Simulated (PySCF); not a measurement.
These 3 structures share the formula C8H9NO. The calculation used PBE0-D3(BJ)/def2-SVP geometry optimisation, gas phase (PySCF). One conformer each; no zero-point energy, no entropy. No frequencies were run at this level. Point groups hold within 0.08 Å.

**Question.** Order them by energy at this level, lowest first, and give relative energies in kcal/mol.
A. `[CH2:1]=[N:2][c:3]1[cH:4][cH:5][cH:6][c:7]([O:8][CH3:9])[cH:10]1` with C1–N2–C3–C4 -44°, C6–C7–O8–C9 -179°
B. `[CH3:1][C:2](=[O:3])[c:4]1[cH:5][cH:6][c:7]([NH2:8])[cH:9][cH:10]1` with C1–C2–C4–C5 180° (4'-aminoacetophenone)
C. `[CH3:1][C:2](=[O:3])[NH:4][CH:5]=[C:6]1[CH:7]=[CH:8][CH:9]=[CH:10]1` with C1–C2–N4–C5 180°, C2–N4–C5–C6 180°

**Answer.** B (0.0), C (22.6), A (35.4).

As drawn, the lowest has a C=O bond and an N–H bond, which the highest lacks; the highest has a C=N bond, which the lowest lacks.

```csv
SMILES,E (Eh),E rel (kcal/mol),dipole (D),point group,"A, B, C (MHz)"
CC(=O)c1ccc(N)cc1,-439.44937,0.0,5.11,near Cs,"3659, 793.3, 654.8"
CC(=O)NC=C1C=CC=C1,-439.41338,22.6,3.42,Cs,"4416, 606.8, 535.3"
C=Nc1cccc(OC)c1,-439.39298,35.4,1.06,C1,"2459, 947.4, 696.8"
```
